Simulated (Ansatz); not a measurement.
Ansatz (a program for electronic structure) input (B3LYP-D3(BJ)/def2-TZVP):

Ansatz 0.2 input:
```yaml
crystal:
  periodic: [false, false, false]
  atoms:
    - {symbol: Ag, position_ang: [-0.85322057, -0.61456690, -0.73081745]}
    - {symbol: I, position_ang: [0.86470751, 0.64405167, 0.70399985]}
basis:
  gaussian:
    orbitals: def2-TZVP
hamiltonian:
  xc: b3lyp
  dispersion: d3bj
relax: {f_tol: 0.002, max_steps: 150}
```

End of the output:

```
the calculation of the forces begins
reference -12106.21314297 eV, -444.8951271181 hartree; 22, 22 occupied and 68, 68 virtual orbitals, 769 factors
relax step   1: F+E_penalty+E_count = -12106.31193295 eV  Δ(F+E_penalty+E_count) = +0.000e0 eV  max|allowed force component| = 1.371e-1 eV/Å  Δτ_max = 0.0000 Å  (29 SCF iters, accepted)
these checks for a lower state are left out or cut short: starts, cluster_reference, orbital_swaps, neighbouring_geometries, increment
integrals: 0.03 GiB planned
769 factors; their error is unknown
mean field: 0.25 GiB planned
mean field -12106.21550191 eV, -444.8952138074 hartree, gradient 9.1e-6 eV, S^2 0.000000; 0 other end points of the search recorded, 0 dependent functions left out
the calculation of the forces begins
reference -12106.21569606 eV, -444.8952209426 hartree; 22, 22 occupied and 68, 68 virtual orbitals, 769 factors
relax step   2: F+E_penalty+E_count = -12106.31431221 eV  Δ(F+E_penalty+E_count) = -2.379e-3 eV  max|allowed force component| = 2.761e-2 eV/Å  Δτ_max = 0.0150 Å  (35 SCF iters, accepted)
these checks for a lower state are left out or cut short: starts, cluster_reference, orbital_swaps, neighbouring_geometries, increment
integrals: 0.03 GiB planned
769 factors; their error is unknown
mean field: 0.25 GiB planned
mean field evaluation 32: about -12106.2156 eV, gradient 8.1e-6 eV
mean field -12106.21558128 eV, -444.8952167243 hartree, gradient 8.1e-6 eV, S^2 0.000000; 0 other end points of the search recorded, 0 dependent functions left out
the calculation of the forces begins
reference -12106.21577535 eV, -444.8952238565 hartree; 22, 22 occupied and 68, 68 virtual orbitals, 769 factors
relax step   3: F+E_penalty+E_count = -12106.31442136 eV  Δ(F+E_penalty+E_count) = -1.091e-4 eV  max|allowed force component| = 1.362e-3 eV/Å  Δτ_max = 0.0025 Å  (36 SCF iters, accepted)
integrals: 0.03 GiB planned
769 factors; their error is unknown
mean field: 0.25 GiB planned
mean field -12106.21558128 eV, -444.8952167243 hartree, gradient 8.2e-6 eV, S^2 0.000000; 1 other end points of the search recorded, 0 dependent functions left out
the calculation of the forces begins
reference -12106.21577535 eV, -444.8952238565 hartree; 22, 22 occupied and 68, 68 virtual orbitals, 769 factors
Total energy: -12106.31461544 eV, -444.8988561625 hartree
Atom 0 at    -0.861568    -0.620682    -0.737789 Å, force     0.001362     0.000998     0.001137 eV/Å
Atom 1 at     0.873055     0.650167     0.710972 Å, force    -0.001362    -0.000998    -0.001137 eV/Å
Dipole moment:    -0.653211    -0.478567    -0.545563 e Å
```
